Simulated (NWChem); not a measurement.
All runs are NWChem calculations. System: BeF2, charge 0, spin multiplicity 1, optimised in this run. The structure started from a generated list of species. Level: B3LYP/def2-SVP.

The NWChem input:

```
start mol
memory heap 200 mb stack 900 mb global 1100 mb
geometry units angstroms
  Be     0.000000     0.000000     0.000000
  F      0.000000     0.000000     1.369540
  F      0.000000     0.000000    -1.369540
  symmetry group D2h
end
basis spherical
  * library def2-svp
end
dft
  xc b3lyp
  semidirect memsize 60000000 filesize 0
  iterations 100
end
driver
  maxiter 80
end
task dft optimize
task dft freq
```

NWChem printed:

```
             Northwest Computational Chemistry Package (NWChem) 7.3.0
             --------------------------------------------------------

                                NWChem Input Module
                                -------------------

 Scaling coordinates for geometry "geometry" by  1.889725989
 (inverse scale =  0.529177249)

 Turning off AUTOSYM since
 SYMMETRY directive was detected!

          ------
          auto-z
          ------
  autoz: insufficient variables                     2                    3
     1 autoz failed with cvr_scaling = 1.2 changing to 1.3
  autoz: insufficient variables                     2                    3
     2 autoz failed with cvr_scaling = 1.3 changing to 1.4
  autoz: insufficient variables                     2                    3
     3 autoz failed with cvr_scaling = 1.4 changing to 1.5
  autoz: insufficient variables                     2                    3
     4 autoz failed with cvr_scaling = 1.5 changing to 1.6
  autoz: insufficient variables                     2                    3
     5 autoz failed with cvr_scaling = 1.6 changing to 1.7
  autoz: insufficient variables                     2                    3

 AUTOZ failed to generate good internal coordinates.
 Cartesian coordinates will be used in optimizations.

                             Geometry "geometry" -> ""
                             -------------------------

 Output coordinates in angstroms (scale by  1.889725989 to convert to a.u.)

  No.       Tag          Charge          X              Y              Z
 ---- ---------------- ---------- -------------- -------------- --------------
    1 Be                   4.0000     0.00000000     0.00000000     0.00000000
    2 F                    9.0000     0.00000000     0.00000000     1.36954000
    3 F                    9.0000     0.00000000     0.00000000    -1.36954000

 Effective nuclear repulsion energy (a.u.)      43.4689315482

            Nuclear Dipole moment (a.u.)
            ----------------------------
        X                 Y               Z
 ---------------- ---------------- ----------------
     0.0000000000     0.0000000000     0.0000000000

      Symmetry information
      --------------------

 Group name             D2h
 Group number             26
 Group order               8
 No. of unique centers     2

      Symmetry unique atoms

     1    2


 Summary of "ao basis" -> "" (spherical)
 ------------------------------------------------------------------------------
       Tag                 Description            Shells   Functions and Types
 ---------------- ------------------------------  ------  ---------------------
 *                          def2-svp                  on all atoms

                           NWChem Geometry Optimization
                           ----------------------------

 maximum gradient threshold         (gmax) =   0.000450
 rms gradient threshold             (grms) =   0.000300
 maximum cartesian step threshold   (xmax) =   0.001800
 rms cartesian step threshold       (xrms) =   0.001200
 fixed trust radius                (trust) =   0.300000
 maximum step size to saddle      (sadstp) =   0.100000
 energy precision                  (eprec) =   5.0D-06
 maximum number of steps          (nptopt) =   80
 initial hessian option           (inhess) =    0
 line search option               (linopt) =    1
 hessian update option            (modupd) =    1
 saddle point option              (modsad) =    0
 initial eigen-mode to follow     (moddir) =    0
 initial variable to follow       (vardir) =    0
 follow first negative mode     (firstneg) =    T
 apply conjugacy                    (opcg) =    F
 source of zmatrix                         =

          -------------------
          Energy Minimization
          -------------------

 Using diagonal initial Hessian

          --------
          Step   0
          --------

                         Geometry "geometry" -> "geometry"
                         ---------------------------------

 Output coordinates in angstroms (scale by  1.889725989 to convert to a.u.)

  No.       Tag          Charge          X              Y              Z
 ---- ---------------- ---------- -------------- -------------- --------------
    1 Be                   4.0000     0.00000000     0.00000000     0.00000000
    2 F                    9.0000     0.00000000     0.00000000     1.36954000
    3 F                    9.0000     0.00000000     0.00000000    -1.36954000

 Effective nuclear repulsion energy (a.u.)      43.4689315482

            Nuclear Dipole moment (a.u.)
            ----------------------------
        X                 Y               Z
 ---------------- ---------------- ----------------
     0.0000000000     0.0000000000     0.0000000000

      Symmetry information
      --------------------

 Group name             D2h
 Group number             26
 Group order               8
 No. of unique centers     2

      Symmetry unique atoms

     1    2

                                 NWChem DFT Module
                                 -----------------

 Summary of "ao basis" -> "ao basis" (spherical)
 ------------------------------------------------------------------------------
       Tag                 Description            Shells   Functions and Types
 ---------------- ------------------------------  ------  ---------------------
 Be                         def2-svp                 5        9   3s2p
 F                          def2-svp                 6       14   3s2p1d

 Summary of "ao basis" -> "ao basis" (spherical)
[...]
 HESSIAN: the CPHF contributions are done

 Derivative Dipole

 X vector of derivative dipole (au) [debye/angstrom]
 d_dipole_x/<atom=   1,x> =     1.0606     [    5.0941]
 d_dipole_x/<atom=   1,y> =    -0.0000     [   -0.0000]
 d_dipole_x/<atom=   1,z> =     0.0000     [    0.0000]
 d_dipole_x/<atom=   2,x> =    -0.5303     [   -2.5471]
 d_dipole_x/<atom=   2,y> =    -0.0000     [   -0.0000]
 d_dipole_x/<atom=   2,z> =    -0.0000     [   -0.0000]
 d_dipole_x/<atom=   3,x> =    -0.5303     [   -2.5471]
 d_dipole_x/<atom=   3,y> =     0.0000     [    0.0000]
 d_dipole_x/<atom=   3,z> =     0.0000     [    0.0000]

 Y vector of derivative dipole (au) [debye/angstrom]
 d_dipole_y/<atom=   1,x> =    -0.0000     [   -0.0000]
 d_dipole_y/<atom=   1,y> =     1.0606     [    5.0941]
 d_dipole_y/<atom=   1,z> =    -0.0000     [   -0.0000]
 d_dipole_y/<atom=   2,x> =    -0.0000     [   -0.0000]
 d_dipole_y/<atom=   2,y> =    -0.5303     [   -2.5471]
 d_dipole_y/<atom=   2,z> =     0.0000     [    0.0000]
 d_dipole_y/<atom=   3,x> =     0.0000     [    0.0000]
 d_dipole_y/<atom=   3,y> =    -0.5303     [   -2.5471]
 d_dipole_y/<atom=   3,z> =    -0.0000     [   -0.0000]

 Z vector of derivative dipole (au) [debye/angstrom]
 d_dipole_z/<atom=   1,x> =     0.0000     [    0.0000]
 d_dipole_z/<atom=   1,y> =    -0.0000     [   -0.0000]
 d_dipole_z/<atom=   1,z> =     1.4159     [    6.8008]
 d_dipole_z/<atom=   2,x> =    -0.0000     [   -0.0000]
 d_dipole_z/<atom=   2,y> =     0.0000     [    0.0000]
 d_dipole_z/<atom=   2,z> =    -0.7079     [   -3.4004]
 d_dipole_z/<atom=   3,x> =    -0.0000     [   -0.0000]
 d_dipole_z/<atom=   3,y> =     0.0000     [    0.0000]
 d_dipole_z/<atom=   3,z> =    -0.7079     [   -3.4004]

 HESSIAN: the Hessian is done

  Vibrational analysis via the FX method

  See chapter 2 in "Molecular Vibrations" by Wilson, Decius and Cross

  Vib: Default input used

 ---------------------------- Atom information ----------------------------
     atom    #        X              Y              Z            mass
 --------------------------------------------------------------------------
    Be       1  0.0000000D+00  0.0000000D+00  0.0000000D+00  9.0121800D+00
    F        2  0.0000000D+00  0.0000000D+00  2.6201129D+00  1.8998400D+01
    F        3  0.0000000D+00  0.0000000D+00 -2.6201129D+00  1.8998400D+01
 --------------------------------------------------------------------------

          ----------------------------------------------------
          MASS-WEIGHTED NUCLEAR HESSIAN (Hartree/Bohr/Bohr/Kamu)
          ----------------------------------------------------

               1            2            3            4            5            6            7            8            9
   ----- ----- ----- ----- -----
    1    3.62183D+00
    2    1.77811D-07  3.62183D+00
    3    1.29510D-07 -1.28941D-07  8.26522D+01
    4   -1.24796D+00 -1.71060D-07 -2.08793D-08  4.29164D-01
    5   -1.71061D-07 -1.24796D+00  1.43227D-08 -1.47030D-06  4.29163D-01
    6   -1.34777D-07  1.22976D-07 -2.84766D+01 -4.93089D-07  3.68521D-07  1.96394D+01
    7   -1.24796D+00  1.60439D-08 -4.65397D-08  4.29974D-01  6.59263D-09  4.43816D-09  4.29161D-01
    8    1.60439D-08 -1.24796D+00  1.16827D-08  6.59265D-09  4.29974D-01 -1.34798D-08  8.63071D-08  4.29161D-01
    9   -2.13661D-08 -1.96051D-08 -2.84766D+01 -9.12848D-09  2.36372D-08 -3.10992D-02 -1.86914D-07 -2.00694D-07  1.96394D+01


 ----------------------------------------------------------------------------
 Normal Eigenvalue ||         Derivative Dipole Moments (debye/angs)
  Mode   [cm**-1]  ||      [d/dqX]             [d/dqY]           [d/dqZ]
 ------ ---------- || ------------------ ------------------ -----------------
    1      -17.357 ||      -0.000               0.000             0.000
    2       -4.632 ||      -0.000              -0.000             0.000
    3       -4.628 ||      -0.000               0.000            -0.000
    4       -4.335 ||      -0.000              -0.000             0.000
    5       -4.331 ||       0.000              -0.000            -0.000
    6      344.131 ||      -1.337               1.332            -0.000
    7      344.131 ||       1.332               1.337             0.000
    8      720.961 ||       0.000              -0.000             0.000
    9     1643.927 ||       0.000              -0.000             2.520
 ----------------------------------------------------------------------------

 ----------------------------------------------------------------------------
 Normal Eigenvalue ||                 Infra Red Intensities
  Mode   [cm**-1]  || [atomic units] [(debye/angs)**2] [(KM/mol)] [arbitrary]
 ------ ---------- || -------------- ----------------- ---------- -----------
    1      -17.357 ||    0.000000           0.000         0.000       0.000
    2       -4.632 ||    0.000000           0.000         0.000       0.000
    3       -4.628 ||    0.000000           0.000         0.000       0.000
    4       -4.335 ||    0.000000           0.000         0.000       0.000
    5       -4.331 ||    0.000000           0.000         0.000       0.000
    6      344.131 ||    0.154410           3.562       150.527      23.795
    7      344.131 ||    0.154410           3.562       150.527      23.795
    8      720.961 ||    0.000000           0.000         0.000       0.000
    9     1643.927 ||    0.275206           6.349       268.285      42.410
 ----------------------------------------------------------------------------

        Vibrational analysis via the FX method
  --- with translations and rotations projected out ---
  --- via the Eckart algorithm                      ---
 Dependent rotation vector no.                    3
  found in ECKART; assuming linear geometry
 Projected Nuclear Hessian trans-rot subspace norm:2.1140D-34
                         (should be close to zero!)

          --------------------------------------------------------
          MASS-WEIGHTED PROJECTED HESSIAN (Hartree/Bohr/Bohr/Kamu)
          --------------------------------------------------------

               1            2            3            4            5            6            7            8            9
   ----- ----- ----- ----- -----
    1    3.62279D+00
    2   -1.42027D-07  3.62279D+00
    3   -3.06845D-08 -5.73611D-08  8.26720D+01
    4   -1.24759D+00  4.89101D-08  1.05668D-08  4.29632D-01
    5    4.89101D-08 -1.24759D+00  1.97535D-08 -1.68432D-08  4.29632D-01
    6    4.35708D-08 -6.14800D-08 -2.84698D+01 -1.50045D-08  2.11719D-08  1.96394D+01
    7   -1.24759D+00  4.89101D-08  1.05668D-08  4.29632D-01 -1.68432D-08 -1.50045D-08  4.29632D-01
    8    4.89101D-08 -1.24759D+00  1.97535D-08 -1.68432D-08  4.29632D-01  2.11719D-08 -1.68432D-08  4.29632D-01
    9   -2.24371D-08  1.00987D-07 -2.84698D+01  7.72670D-09 -3.47770D-08 -3.10787D-02  7.72670D-09 -3.47770D-08  1.96394D+01

 center of mass
 --------------
 x =   0.00000000 y =   0.00000000 z =   0.00000000

 moments of inertia (a.u.)
 ------------------
         260.847711685476           0.000000000000           0.000000000000
           0.000000000000         260.847711685476           0.000000000000
           0.000000000000           0.000000000000           0.000000000000

 Rotational Constants
 --------------------
 A=   0.000000 cm-1  (  0.000000 K)
 B=   0.230787 cm-1  (  0.332043 K)
 C=   0.230787 cm-1  (  0.332043 K)

 Temperature                      =   298.15K
 frequency scaling parameter      =   1.0000

 Linear Molecule

 Zero-Point correction to Energy  =    4.363 kcal/mol  (  0.006952 au)
 Thermal correction to Energy     =    6.372 kcal/mol  (  0.010154 au)
 Thermal correction to Enthalpy   =    6.964 kcal/mol  (  0.011098 au)

 Total Entropy                    =   54.241 cal/mol-K
   - Translational                =   37.451 cal/mol-K (mol. weight =  47.0090)
   - Rotational                   =   14.117 cal/mol-K (symmetry #  =        2)
   - Vibrational                  =    2.673 cal/mol-K

 Cv (constant volume heat capacity) =    8.973 cal/mol-K
   - Translational                  =    2.979 cal/mol-K
   - Rotational                     =    1.986 cal/mol-K
   - Vibrational                    =    4.007 cal/mol-K


 ----------------------------------------------------------------------------
 Normal Eigenvalue ||    Projected Derivative Dipole Moments (debye/angs)
  Mode   [cm**-1]  ||      [d/dqX]             [d/dqY]           [d/dqZ]
 ------ ---------- || ------------------ ------------------ -----------------
    1       -0.000 ||      -0.000               0.000            -0.000
    2       -0.000 ||      -0.000              -0.000            -0.000
    3       -0.000 ||       0.000              -0.000            -0.000
    4        0.000 ||      -0.000              -0.000            -0.000
    5        0.000 ||      -0.000              -0.000             0.000
    6      344.146 ||       1.202               1.455             0.000
    7      344.146 ||      -1.455               1.202            -0.000
    8      720.961 ||      -0.000               0.000            -0.000
    9     1643.994 ||       0.000              -0.000             2.520
 ----------------------------------------------------------------------------

 ----------------------------------------------------------------------------
 Normal Eigenvalue ||           Projected Infra Red Intensities
  Mode   [cm**-1]  || [atomic units] [(debye/angs)**2] [(KM/mol)] [arbitrary]
 ------ ---------- || -------------- ----------------- ---------- -----------
    1       -0.000 ||    0.000000           0.000         0.000       0.000
    2       -0.000 ||    0.000000           0.000         0.000       0.000
    3       -0.000 ||    0.000000           0.000         0.000       0.000
    4        0.000 ||    0.000000           0.000         0.000       0.000
    5        0.000 ||    0.000000           0.000         0.000       0.000
    6      344.146 ||    0.154410           3.562       150.527      23.795
    7      344.146 ||    0.154410           3.562       150.527      23.795
    8      720.961 ||    0.000000           0.000         0.000       0.000
    9     1643.994 ||    0.275206           6.349       268.285      42.410
 ----------------------------------------------------------------------------

 Task  times  cpu:        5.2s     wall:        5.2s

 Total times  cpu:        6.3s     wall:        6.3s
```
